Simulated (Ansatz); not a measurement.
Several settings on one geometry of CeCl₃ (that of the charge 0 doublet, r2SCAN-D4/def2-SVP). Ansatz on 4 threads of Arm Neoverse V2 on a shared host; times are rough.

```
atom   x (Å)   y (Å)   z (Å)
 Ce1  -0.006  -0.001   0.529
 Cl2   2.436  -0.022  -0.148
 Cl3  -1.195   2.120  -0.184
 Cl4  -1.235  -2.096  -0.196
```

Totals from different functionals, basis sets or treatments of relativity can't be compared as stabilities.

In the def2 sets Ce takes a core potential; there is no spin–orbit coupling. Correlated methods freeze 19 core orbitals; core or outer-core shells of Ce are correlated, in sets that lack core-valence functions. With an open 4f shell the SCF may have ended on a state above the lowest.

Scalar relativity in a set contracted without it gives distorted totals.

The spins typed aren't always the lowest for that charge.

Problem. Give the basis size and estimate the energy, ⟨S²⟩ and time of these runs.

```tsv
run	method	charge	state	further keys
1	UKS PBE0-DH/def2-mTZVP	0	doublet	accuracy: high; forces asked
2	UKS SVWN5/def2-mTZVP	0	doublet	scf: {omitted_lower_state_checks: [starts]}
3	UKS ωPBEh/def2-SVP	0	quartet	point_charges: [{charge: 1.00, position_ang: [5.552, -0.598, 0.888]}]; pseudopotentials: {relativity: scalar}; scf: {omitted_lower_state_checks: [starts]}
```

Solution. 
| run | functions | energy (Eh) | ⟨S²⟩ | wall time |
| --- | --- | --- | --- | --- |
| 1 | 135 | -1855.3158 | 0.75 | 6.7 min |
| 2 | 135 | -1850.9152 | 0.75 | 5.5 s |
| 3 | 132 | -1858.6174 | 3.76 | 46 s |
